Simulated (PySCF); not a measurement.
# Computed records: C2H7GeO, CH6GeNO, C2H6GeN, CH4GeN

Computed with PySCF 2.14.0. Calculation on a computer-drawn molecule: the log of a Hartree-Fock and frozen-core CCSD(T) single point meant for a local Hartree-Fock minimum, with one planted fault or none, to be diagnosed. Offsets are logged minus clean, where the clean run is the same molecule without the fault. The reference is restricted for singlets and unrestricted otherwise, and also for a bond in bohr or an excited solution. Adding or removing an electron swaps singlet and doublet. The excited solution moves the top pair (singlet) or top alpha electron (doublet) to the lowest empty orbital. Highest occupied and lowest empty are orbital energies over both spins, largest force is the largest gradient component, triples share is (T) over the correlation energy, the T1 limit is 0.02 restricted and 0.045 unrestricted, electrons count all cores, a negative frequency is imaginary (commonest isotopes), and the dipole is about the centre of nuclear charge; on germanium a core potential holds 10 electrons, which the energies leave out, and 3d is frozen in MP2 and coupled-cluster steps.

Common to all runs: meant charge 0; meant multiplicity 2; meant basis cc-pVDZ; meant basis and core potential on germanium cc-pVDZ-PP ECP10MDF; logged SCF converged yes; possible faults no fault, one electron removed, one electron added, multiplicity raised by two, geometry at a saddle point, SCF held on an excited solution, minimal basis STO-3G, one bond length entered in bohr, all coordinates scaled.

(1) 
```xyz
11
formula=C2H7GeO logged_electrons=59 logged_basis_functions=100 logged_spin_squared=1.185 logged_highest_occupied=-2.1674 logged_lowest_empty=-1.0225 logged_largest_force=0.13078 logged_dipole_magnitude=4.8081 logged_SCF_stable_within_its_kind=no logged_energy_HF=-447.75906 planted_fault=SCF_held_on_an_excited_solution HF_energy_offset_from_clean_run=142
C     -0.2824     0.0497    -0.4698
C     -0.2910    -0.3966    -1.8869
O      0.8273    -1.2317    -2.1017
Ge    -0.2106     1.1654    -3.1408
H     -1.1625     0.5206    -0.0504
H      0.6672     0.1661     0.0363
H     -1.2240    -0.9361    -2.0915
H      0.7807    -1.6069    -2.9682
H     -0.0797     0.6325    -4.5788
H     -1.4845     2.0156    -3.0420
H      1.0102     2.0305    -2.8178
```

Units: logged_highest_occupied, logged_lowest_empty in eV; logged_largest_force in hartree/bohr; logged_dipole_magnitude in debye; logged_energy_HF in hartree; HF_energy_offset_from_clean_run in kcal/mol.

Drawn bonds:
```
atom  other atom  order
   1           2      1
   2           3      1
   2           4      1
   1           5      1
   1           6      1
   2           7      1
   3           8      1
   4           9      1
   4          10      1
   4          11      1
```

Notes: coupled-cluster numbers left out as unreliable.

(2) 
```xyz
11
formula=C2H7GeO logged_electrons=59 logged_basis_functions=100 logged_spin_squared=1.6126 logged_highest_occupied=-9.2098 logged_lowest_empty=2.7753 logged_largest_force=0.0092178 logged_T1_diagnostic=0.047327 logged_D1_diagnostic=0.26028 logged_triples_share=0.034196 logged_CC_converged=yes logged_dipole_magnitude=1.7317 logged_SCF_stable_within_its_kind=yes logged_energy_HF=-447.86621 logged_energy_CCSD(T)=-448.46623 planted_fault=one_bond_length_entered_in_bohr,row_7_of_the_drawn_bonds HF_energy_offset_from_clean_run=74.77 CCSD(T)_energy_offset_from_clean_run=84.71
C     -0.2824     0.0497    -0.4698
C     -0.2910    -0.3966    -1.8869
O      0.8273    -1.2317    -2.1017
Ge    -0.2106     1.1654    -3.1408
H     -1.1625     0.5206    -0.0504
H      0.6672     0.1661     0.0363
H     -1.2240    -0.9361    -2.0915
H      0.7392    -1.9407    -3.7390
H     -0.0797     0.6325    -4.5788
H     -1.4845     2.0156    -3.0420
H      1.0102     2.0305    -2.8178
```

Units: logged_highest_occupied, logged_lowest_empty in eV; logged_largest_force in hartree/bohr; logged_dipole_magnitude in debye; logged_energy_HF, logged_energy_CCSD(T) in hartree; HF_energy_offset_from_clean_run, CCSD(T)_energy_offset_from_clean_run in kcal/mol.

Drawn bonds:
```
atom  other atom  order
   1           2      1
   2           3      1
   2           4      1
   1           5      1
   1           6      1
   2           7      1
   3           8      1
   4           9      1
   4          10      1
   4          11      1
```

Notes: T1 above single-reference limit.

(3) 
```xyz
10
formula=CH6GeNO logged_electrons=59 logged_basis_functions=95 logged_spin_squared=0.7641 logged_highest_occupied=-10.701 logged_lowest_empty=2.3929 logged_largest_force=0.034279 logged_T1_diagnostic=0.013165 logged_D1_diagnostic=0.046354 logged_triples_share=0.024883 logged_CC_converged=yes logged_dipole_magnitude=2.189 logged_SCF_stable_within_its_kind=yes logged_energy_HF=-464.0367 logged_energy_CCSD(T)=-464.67578 planted_fault=all_coordinates_scaled,by_+3.7_% HF_energy_offset_from_clean_run=8.057 CCSD(T)_energy_offset_from_clean_run=2.062
C      0.3540     0.2495     0.1022
Ge    -0.4888    -1.4439     0.7470
N      0.2751    -2.8614    -0.2615
O     -0.1068    -1.8006     2.5152
H      1.3717     0.2622    -0.3806
H     -0.1285     1.2552     0.2543
H     -2.0704    -1.3517     0.7416
H     -0.1344    -3.8019    -0.0727
H      0.2819    -2.7100    -1.2934
H      0.8457    -1.9565     2.6946
```

Units: logged_highest_occupied, logged_lowest_empty in eV; logged_largest_force in hartree/bohr; logged_dipole_magnitude in debye; logged_energy_HF, logged_energy_CCSD(T) in hartree; HF_energy_offset_from_clean_run, CCSD(T)_energy_offset_from_clean_run in kcal/mol.

Drawn bonds:
```
atom  other atom  order
   1           2      1
   2           3      1
   2           4      1
   1           5      1
   1           6      1
   2           7      1
   3           8      1
   3           9      1
   4          10      1
```

(4) 
```xyz
10
formula=C2H6GeN logged_electrons=57 logged_basis_functions=95 logged_spin_squared=3.79 logged_highest_occupied=-4.2102 logged_lowest_empty=0.96862 logged_largest_force=0.049708 logged_T1_diagnostic=0.032833 logged_D1_diagnostic=0.19418 logged_triples_share=0.031446 logged_CC_converged=yes logged_dipole_magnitude=5.0118 logged_SCF_stable_within_its_kind=yes logged_energy_HF=-426.86164 logged_energy_CCSD(T)=-427.42355 planted_fault=multiplicity_raised_by_two HF_energy_offset_from_clean_run=70.9 CCSD(T)_energy_offset_from_clean_run=81.41
C      0.6287     1.8810     0.3513
N      0.4258     1.2961     1.4412
Ge    -1.3784     0.1511     2.1782
C     -2.5397     0.8335     0.7092
H      1.5894     2.3203     0.0905
H     -0.1806     1.9589    -0.3668
H      1.2321     1.2686     2.0473
H     -1.6229     1.3618     3.1752
H     -3.2226     1.6773     0.8045
H     -2.6627     0.2776    -0.2211
```

Units: logged_highest_occupied, logged_lowest_empty in eV; logged_largest_force in hartree/bohr; logged_dipole_magnitude in debye; logged_energy_HF, logged_energy_CCSD(T) in hartree; HF_energy_offset_from_clean_run, CCSD(T)_energy_offset_from_clean_run in kcal/mol.

Drawn bonds:
```
atom  other atom  order
   1           2      1
   2           3      1
   3           4      2
   1           5      1
   1           6      1
   2           7      1
   3           8      1
   4           9      1
   4          10      1
```

(5) 
```xyz
7
formula=CH4GeN logged_electrons=49 logged_basis_functions=71 logged_spin_squared=1.1371 logged_highest_occupied=-8.6649 logged_lowest_empty=0.6782 logged_largest_force=0.024916 logged_T1_diagnostic=0.04735 logged_D1_diagnostic=0.19704 logged_triples_share=0.036257 logged_CC_converged=yes logged_dipole_magnitude=1.7336 logged_SCF_stable_within_its_kind=yes logged_energy_HF=-387.889 logged_energy_CCSD(T)=-388.3064 planted_fault=one_bond_length_entered_in_bohr,row_5_of_the_drawn_bonds HF_energy_offset_from_clean_run=49.29 CCSD(T)_energy_offset_from_clean_run=54.99
C      1.8229    -0.3438    -0.8130
N      2.1658     0.6369    -0.1157
Ge     1.3295     1.1532     1.4699
H      0.9925    -1.0221    -0.5844
H      2.3709    -0.5748    -1.7306
H      0.3885     3.8758     1.0906
H      2.3971     1.1177     2.5757
```

Units: logged_highest_occupied, logged_lowest_empty in eV; logged_largest_force in hartree/bohr; logged_dipole_magnitude in debye; logged_energy_HF, logged_energy_CCSD(T) in hartree; HF_energy_offset_from_clean_run, CCSD(T)_energy_offset_from_clean_run in kcal/mol.

Drawn bonds:
```
atom  other atom  order
   1           2      1
   2           3      2
   1           4      1
   1           5      1
   3           6      1
   3           7      1
```

Notes: T1 above single-reference limit.

(6) 
```xyz
7
formula=CH4GeN logged_electrons=48 logged_basis_functions=71 logged_spin_squared=0 logged_highest_occupied=-16.324 logged_lowest_empty=-6.7545 logged_largest_force=0.063355 logged_T1_diagnostic=0.031597 logged_D1_diagnostic=0.11394 logged_triples_share=0.041955 logged_CC_converged=yes logged_dipole_magnitude=2.8903 logged_SCF_stable_within_its_kind=yes logged_energy_HF=-387.68448 logged_energy_CCSD(T)=-388.1199 planted_fault=one_electron_removed HF_energy_offset_from_clean_run=177.6 CCSD(T)_energy_offset_from_clean_run=172
C      1.8229    -0.3438    -0.8130
N      2.1658     0.6369    -0.1157
Ge     1.3295     1.1532     1.4699
H      0.9925    -1.0221    -0.5844
H      2.3709    -0.5748    -1.7306
H      0.8315     2.5940     1.2692
H      2.3971     1.1177     2.5757
```

Units: logged_highest_occupied, logged_lowest_empty in eV; logged_largest_force in hartree/bohr; logged_dipole_magnitude in debye; logged_energy_HF, logged_energy_CCSD(T) in hartree; HF_energy_offset_from_clean_run, CCSD(T)_energy_offset_from_clean_run in kcal/mol.

Drawn bonds:
```
atom  other atom  order
   1           2      1
   2           3      2
   1           4      1
   1           5      1
   3           6      1
   3           7      1
```

Notes: T1 above single-reference limit.
